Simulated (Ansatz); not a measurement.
Ansatz (a first-principles code) input (wB97X-V/def2-TZVPD):

Ansatz 0.2 input:
```yaml
crystal:
  periodic: [false, false, false]
  atoms:
    - {symbol: Cl, position_ang: [-1.10941674, 2.10131064, 0.00827663]}
    - {symbol: Ga, position_ang: [-0.41957854, 0.08557915, 0.00561953]}
    - {symbol: Cl, position_ang: [-1.84345072, -1.49903032, 0.03127192]}
    - {symbol: Br, position_ang: [1.80587662, -0.36833484, -0.02418659]}
basis:
  gaussian:
    orbitals: def2-TZVPD
hamiltonian:
  xc: {name: wB97X-V}
magnetization: {spin_polarized: true, initial_magnetization: 2}
```

Output:

```
Functional definition: wB97X-V
integrals: 0.26 GiB planned
1444 factors; their error is unknown
integrals: 0.30 GiB planned
279 factors; integrals over basis functions are off by at most 1.8e-4 eV
0.33 GiB of the device are held for the grids
2.19 GiB of device memory are held for the factors and their scratch space
mean field: 1.60 GiB planned
mean field evaluation 1: about -147452.1504 eV, gradient 2.0e1 eV
mean field evaluation 2: about -147452.1521 eV, gradient 2.4e1 eV
mean field evaluation 4: about -147454.0707 eV, gradient 1.2e0 eV
mean field evaluation 8: about -147454.1362 eV, gradient 1.1e-1 eV
mean field evaluation 16: about -147454.4886 eV, gradient 4.6e-3 eV
mean field evaluation 32: about -147454.4166 eV, gradient 2.7e-1 eV
mean field -147454.48858267 eV, -5418.8525071710 hartree, gradient 8.1e-6 eV, S^2 2.007323; 4 other end points of the search recorded, 0 dependent functions left out
reference -147454.48858367 eV, -5418.8525072077 hartree; 51, 49 occupied and 152, 154 virtual orbitals, 1444 factors
Total energy: -147454.48858367 eV, -5418.8525072077 hartree
```

This state (charge 0, triplet) is run at the relaxed geometry of the species with charge 0 and multiplicity 1, and is a spin state other than that species' own.
